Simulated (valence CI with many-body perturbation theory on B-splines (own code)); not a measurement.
## Missing levels of Tm⁵⁶⁺

Method: valence CI with perturbative core correlation (CI+MBPT): three valence electrons over a frozen Dirac-Fock core [Ne], radial functions for each j: 11 s, 11 p, 10 d, 8 f, 5 g, 2 h, with the one-electron correlation potential Σ1 (screened to all orders), the two-electron term Σ2, the three-electron term Σ3, Breit, model QED; selected single and double excitations, second order for the rest, scaled by the run's own slope (own B-spline code, finite nucleus).

No measured spectrum was set against this ion. As an estimate, large intervals hold to a few tenths of a per cent, small ones and those within an open d or f shell to about a per cent.

| Level | E (Ry) |
| --- | --- |
| (3s^2 3p1/2) J=1/2 | 0.000 |
| (3s 3p1/2^2) J=1/2 | 10.992 |
| (3s^2 3p3/2) J=3/2 | ? |
| (3s 3p1/2 3p3/2) J=3/2 [a] | ? |
| (3s 3p1/2 3p3/2) J=5/2 | ? |
| (3s 3p1/2 3p3/2) J=3/2 [b] | 30.832 |
| (3s 3p1/2 3p3/2) J=1/2 | ? |
| (3s^2 3d3/2) J=3/2 | 34.849 |
| (3s^2 3d5/2) J=5/2 | 38.634 |
| (3p1/2^2 3p3/2) J=3/2 | ? |
| (3s 3p1/2 3d3/2) J=3/2 [a] | 42.677 |
| (3s 3p1/2 3d3/2) J=5/2 | 43.539 |
| (3s 3p1/2 3d3/2) J=1/2 | 45.305 |
| (3s 3p1/2 3d3/2) J=3/2 [b] | 45.675 |
| (3s 3p1/2 3d5/2) J=5/2 [a] | ? |
| (3s 3p3/2^2) J=5/2 | 48.211 |
| (3s 3p1/2 3d5/2) J=7/2 | 48.823 |
| (3s 3p1/2 3d5/2) J=5/2 [b] | 49.536 |
| (3s 3p1/2 3d5/2) J=3/2 | 49.893 |
| (3s 3p3/2^2) J=1/2 | 50.685 |

Levels are named by their leading jj configuration (3d3/2^4 stands for four electrons in 3d with j = 3/2), which in mixed levels can hold well under half, so a name can repeat and another be missing. Letters in brackets count levels of one name in rising energy.

(1) The levels stand in rising order. What does the calculation give for the missing energies?

Answers

(1) (3s^2 3p3/2) J=3/2 19.166; (3s 3p1/2 3p3/2) J=3/2 [a] 28.165; (3s 3p1/2 3p3/2) J=5/2 29.368; (3s 3p1/2 3p3/2) J=1/2 31.499; (3p1/2^2 3p3/2) J=3/2 41.689; (3s 3p1/2 3d5/2) J=5/2 [a] 47.925.
